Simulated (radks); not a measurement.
Results of a calculation; reference values are marked as such.
Tl3+, 78 electrons, occupied as [Xe] 4f14 5d10. Level of theory: Dirac Kohn-Sham, PBEsol, spin-unpolarised, spherical densities, point nucleus (a radial shooting solver on a logarithmic mesh with Libxc functionals).

X-ray form factor f0, the Fourier transform of the density (f0(0) = 78):

sin(theta)/lambda (1/angstrom),f0 (electrons)
0.05,77.318
0.1,75.376
0.15,72.447
0.2,68.888
0.25,65.046
0.3,61.198
0.4,54.122
0.5,48.215
0.6,43.362
0.8,35.721
1,29.688
1.25,23.812
1.5,19.679
2,15.140
